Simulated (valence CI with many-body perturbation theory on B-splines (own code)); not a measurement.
## Level structure of Te46+

Calculated by relativistic CI+MBPT: four valence electrons over a frozen Dirac-Fock core [He], radial functions for each j: 11 s, 11 p, 10 d, 8 f, 5 g, 2 h, with the one-electron correlation potential Σ1 (screened to all orders), the two-electron term Σ2, the three-electron term Σ3, Breit, model QED; selected single and double excitations, second order for the rest, scaled by the run's own slope (own B-spline code, finite nucleus).

The last digits are not significant, and no measured levels were compared; by estimate large intervals hold to a few tenths of a per cent, small ones and those within an open d or f shell to about a per cent. Among the levels kept, up to 840 cm⁻¹ of a level comes from second order outside the variational space, and about a tenth of that is noise between levels of different J, which matters for small intervals.

Levels 136 to 180 of 205, with energies above the lowest level, (2s^2 2p1/2^2) J=0. "Leading %" is the weight of the configuration and term that name the level; weights of strongly mixed levels are sums over their largest components and can fall short. In the jj column 3d3/2^4 stands for four electrons in 3d with j = 3/2. Lifetimes count E1, E2, E3, M1 and M2 decay at the calculated energies, and are blank where another channel may lead or the interval is too uncertain; long ones can be off by a factor of two.

| No. | Configuration | Term | J | E (Ry) | Leading % | Second component | Lifetime | g | Leading jj |
| --- | --- | --- | --- | --- | --- | --- | --- | --- | --- |
| 136 | 2p3 3d | 3P° | 0 | 403.77 | 56 | 28 % 2p3 3d 5D° | 258 fs |  | 2p1/2^2 2p3/2 3d3/2 (91 %) |
| 137 | 2s 2p2 3p | 3P° | 1 | 404.13 | 39 | 17 % 2s 2p2 3p 1P° | 11.3 fs | 1.314 | 2s 2p3/2^2 3p1/2 (71 %) |
| 138 | 2s 2p2 3p | 3P° | 0 | 404.25 | 73 | 11 % 2s 2p2 3p 5D° | 768 fs |  | 2s 2p3/2^2 3p1/2 (90 %) |
| 139 | 2s 2p2 3p | 3P° | 1 | 404.28 | 32 | 23 % 2s 2p2 3p 3S° | 12.3 fs | 1.347 | 2s 2p3/2^2 3p1/2 (94 %) |
| 140 | 2s 2p2 3p | 5D° | 4 | 404.42 | 54 | 44 % 2s 2p2 3p 3F° | 2.24 ps | 1.372 | 2s 2p3/2^2 3p3/2 (97 %) |
| 141 | 2s 2p2 3p | 3D° | 3 | 404.42 | 53 | 29 % 2s 2p2 3p 5P° | 17.4 fs | 1.376 | 2s 2p3/2^2 3p3/2 (97 %) |
| 142 | 2s 2p2 3p | 3D° | 2 | 404.45 | 34 | 23 % 2s 2p2 3p 1D° | 19.1 fs | 1.071 | 2s 2p3/2^2 3p1/2 (96 %) |
| 143 | 2p3 3d | 3F° | 4 | 405.01 | 46 | 29 % 2p3 3d 5D° | 786 fs | 1.263 | 2p1/2^2 2p3/2 3d5/2 (96 %) |
| 144 | 2s 2p2 3p | 3P° | 1 | 405.13 | 45 | 18 % 2s 2p2 3p 1P° | 9.23 fs | 1.432 | 2s 2p3/2^2 3p3/2 (73 %) |
| 145 | 2p3 3d | 3D° | 2 | 405.61 | 34 | 21 % 2p3 3d 3P° | 4.25 fs | 1.259 | 2p1/2^2 2p3/2 3d5/2 (95 %) |
| 146 | 2s 2p2 3p | 3P° | 2 | 406.25 | 41 | 19 % 2s 2p2 3p 1D° | 8.62 fs | 1.352 | 2s 2p3/2^2 3p3/2 (92 %) |
| 147 | 2p3 3d | 3D° | 3 | 406.48 | 43 | 19 % 2p3 3d 1F° | 1.94 fs | 1.188 | 2p1/2^2 2p3/2 3d5/2 (91 %) |
| 148 | 2p3 3d | 3D° | 1 | 407.03 | 38 | 25 % 2p3 3d 1P° | 2.91 fs | 1.018 | 2p1/2^2 2p3/2 3d5/2 (96 %) |
| 149 | 2s 2p2 3d | 3D | 2 | 409.07 | 28 | 22 % 2s 2p2 3d 5P | 2.59 fs | 1.378 | 2s 2p3/2^2 3d3/2 (96 %) |
| 150 | 2s 2p2 3d | 5D | 3 | 409.12 | 26 | 20 % 2s 2p2 3d 3D | 2.86 fs | 1.313 | 2s 2p3/2^2 3d3/2 (86 %) |
| 151 | 2s 2p2 3d | 5P | 1 | 409.26 | 34 | 24 % 2s 2p2 3d 3P | 2.41 fs | 1.741 | 2s 2p3/2^2 3d3/2 (94 %) |
| 152 | 2s 2p2 3p | 3D° | 3 | 409.28 | 48 | 25 % 2p3 3s 3D° | 18.1 fs | 1.273 | 2s 2p3/2^2 3p3/2 (74 %) |
| 153 | 2s 2p2 3d | 3F | 4 | 409.43 | 36 | 26 % 2s 2p2 3d 5F | 3.60 fs | 1.281 | 2s 2p3/2^2 3d3/2 (67 %) |
| 154 | 2p3 3s | 5S° | 2 | 409.46 | 47 | 36 % 2p3 3s 3D° | 70.7 fs | 1.556 | 2p1/2 2p3/2^2 3s (90 %) |
| 155 | 2s 2p2 3p | 3P° | 0 | 409.62 | 60 | 39 % 2s 2p2 3p 1S° | 464 fs |  | 2s 2p3/2^2 3p3/2 (98 %) |
| 156 | 2s 2p2 3d | 5F | 5 | 409.91 | 54 | 46 % 2s 2p2 3d 3G | 9.67 ps | 1.296 | 2s 2p3/2^2 3d5/2 (98 %) |
| 157 | 2p3 3s | 3S° | 1 | 409.94 | 25 | 23 % 2p3 3s 3D° | 13.7 fs | 1.241 | 2p1/2 2p3/2^2 3s (51 %) |
| 158 | 2s 2p2 3p | 3P° | 2 | 409.94 | 70 | 4 % 2s 2p2 3p 5D° | 68.5 fs | 1.431 | 2s 2p3/2^2 3p3/2 (93 %) |
| 159 | 2s 2p2 3p | 1P° | 1 | 410.04 | 25 | 22 % 2p3 3s 3S° | 9.61 fs | 1.232 | 2s 2p3/2^2 3p3/2 (53 %) |
| 160 | 2s 2p2 3d | 3F | 4 | 410.21 | 58 | 20 % 2s 2p2 3d 1G | 14.5 fs | 1.203 | 2s 2p3/2^2 3d5/2 (68 %) |
| 161 | 2s 2p2 3p | 3P° | 2 | 410.60 | 44 | 26 % 2s 2p2 3p 1D° | 178 fs | 1.331 | 2s 2p3/2^2 3p3/2 (95 %) |
| 162 | 2s 2p2 3d | 3P | 0 | 411.04 | 72 | 19 % 2s 2p2 3d 1S | 7.15 fs |  | 2s 2p3/2^2 3d5/2 (90 %) |
| 163 | 2p3 3s | 3D° | 3 | 411.41 | 73 | 18 % 2s 2p2 3p 3D° | 28.8 fs | 1.300 | 2p1/2 2p3/2^2 3s (73 %) |
| 164 | 2p3 3s | 1D° | 2 | 411.48 | 64 | 26 % 2p3 3s 3D° | 16.9 fs | 1.057 | 2p1/2 2p3/2^2 3s (92 %) |
| 165 | 2s 2p2 3d | 3P | 1 | 411.74 | 33 | 21 % 2s 2p2 3d 3S | 3.19 fs | 1.445 | 2s 2p3/2^2 3d5/2 (92 %) |
| 166 | 2s 2p2 3d | 3D | 3 | 411.87 | 41 | 19 % 2s 2p2 3d 1F | 3.05 fs | 1.186 | 2s 2p3/2^2 3d5/2 (84 %) |
| 167 | 2s 2p2 3p | 1P° | 1 | 412.19 | 34 | 23 % 2s 2p2 3p 3S° | 23.8 fs | 1.227 | 2s 2p3/2^2 3p3/2 (89 %) |
| 168 | 2s 2p2 3d | 3P | 2 | 412.29 | 37 | 21 % 2s 2p2 3d 3D | 2.43 fs | 1.280 | 2s 2p3/2^2 3d5/2 (93 %) |
| 169 | 2p3 3p | 5P | 1 | 413.09 | 42 | 21 % 2p3 3p 3D | 10.9 fs | 1.635 | 2p1/2 2p3/2^2 3p1/2 (95 %) |
| 170 | 2p3 3p | 3F | 2 | 413.47 | 32 | 19 % 2p3 3p 3P | 6.11 fs | 1.191 | 2p1/2 2p3/2^2 3p1/2 (90 %) |
| 171 | 2p3 3s | 3P° | 0 | 413.53 | 99 |  | 37.6 fs |  | 2p1/2 2p3/2^2 3s (99 %) |
| 172 | 2s 2p2 3d | 3D | 1 | 414.01 | 52 | 20 % 2s 2p2 3d 1P | 2.74 fs | 0.697 | 2s 2p3/2^2 3d3/2 (86 %) |
| 173 | 2p3 3s | 3P° | 1 | 414.07 | 60 | 29 % 2p3 3s 1P° | 22.9 fs | 1.306 | 2p1/2 2p3/2^2 3s (89 %) |
| 174 | 2p3 3p | 3F | 3 | 414.11 | 24 | 16 % 2s 2p2 3d 3F | 2.86 fs | 1.071 | 2p1/2 2p3/2^2 3p1/2 (52 %) |
| 175 | 2s 2p2 3d | 3F | 2 | 414.68 | 33 | 33 % 2s 2p2 3d 3D | 2.96 fs | 1.015 | 2s 2p3/2^2 3d3/2 (89 %) |
| 176 | 2s 2p2 3d | 3D | 2 | 414.85 | 54 | 13 % 2s 2p2 3d 3P | 3.06 fs | 1.150 | 2s 2p3/2^2 3d3/2 (81 %) |
| 177 | 2s 2p2 3d | 3D | 1 | 414.90 | 66 | 13 % 2s 2p2 3d 3P | 2.91 fs | 0.763 | 2s 2p3/2^2 3d3/2 (93 %) |
| 178 | 2s 2p2 3d | 3F | 3 | 415.18 | 22 | 18 % 2p3 3p 3F | 14.4 fs | 1.072 | 2s 2p3/2^2 3d3/2 (46 %) |
| 179 | 2s 2p2 3d | 3P | 0 | 415.32 | 75 | 22 % 2s 2p2 3d 1S | 2.10 fs |  | 2s 2p3/2^2 3d3/2 (92 %) |
| 180 | 2s 2p2 3d | 3F | 4 | 415.51 | 67 | 15 % 2s 2p2 3d 1G | 217 fs | 1.186 | 2s 2p3/2^2 3d5/2 (97 %) |

Where two levels of one J and parity lie close, their mixing, g and order are uncertain.
